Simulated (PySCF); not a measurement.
# H2Se, SMILES `[SeH2]` (charge 0, multiplicity 1)

Computed with PBE-D3(BJ)/def2-TZVPD // B3LYP-D3(BJ)/def2-TZVPD run with PySCF.

The HOMO is -5.97 eV. The dipole moment is 0.67 D, the LUMO is -0.94 eV and the HOMO–LUMO gap comes out as 5.03 eV. The total energy is -2402.3850 Ha. The cost is about 3.0 core-seconds (a rough figure).

Bonds (Å): Se1–H2 1.471, Se1–H3 1.471. Bond angles (°): H2–Se1–H3 91.3.
